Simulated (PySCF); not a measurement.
**One change to the structure, seen by NMR**

Starting compound: `Cc1c(F)cnn1[SiH3]`, C4H7FN2Si.

$^{1}$H NMR (500 MHz, computed): δ 7.59 (m, 1H), 5.21 (s, 3H), 2.49 (s, 3H). $^{13}$C{$^{1}$H} NMR (computed): δ 159.9 (C), 135.3 (CH), 133.6 (C), 9.9 (CH3).

PySCF 2.14.0 with density-fitted response routines calculation with coordinates at the GFN2-xTB level and shielding tensors at PBE0/pcSseg-1 (GIAO); rapidly exchanging positions averaged, gas phase, single conformer, no relativistic terms.

Shifts are taken against calculated references (same method and geometry level): TMS for $^{1}$H and $^{13}$C. Splittings of carbon signals by F and P are missing where no couplings were computed. Where no couplings were computed, multiplicities follow the n + 1 count of equivalent neighbours, and m marks all less simple cases (inequivalent or close neighbours, rings, F or P nearby). Shifts are as computed. Against solution values, carbons near 30 ppm lie about +3 ppm off and those near 130 ppm about +5 ppm. Of 1309 compounds with measured shifts, 239 miss one by over three times the rms of a fit or turn the order of signals round; such compounds aren't used in these exercises.

(1) What are the spectra after this edit: H on Si replaced by CH3, giving `C[SiH2]n1ncc(F)c1C`?

(2) What are the spectra after this edit: H on C replaced by CH3, giving `Cc1nn([SiH3])c(C)c1F`?

Results:

(1) $^{1}$H NMR (500 MHz, computed): δ 7.60 (m, 1H), 5.21 (q, 2H), 2.47 (s, 3H), 0.82 (t, 3H). $^{13}$C{$^{1}$H} NMR (computed): δ 159.8 (C), 135.0 (CH), 134.0 (C), 9.4 (CH3), -6.2 (CH3).

(2) $^{1}$H NMR (500 MHz, computed): δ 5.16 (s, 3H), 2.43 (s, 3H), 2.42 (s, 3H). $^{13}$C{$^{1}$H} NMR (computed): δ 158.6 (C), 144.0 (C), 134.3 (C), 13.5 (CH3), 10.2 (CH3).
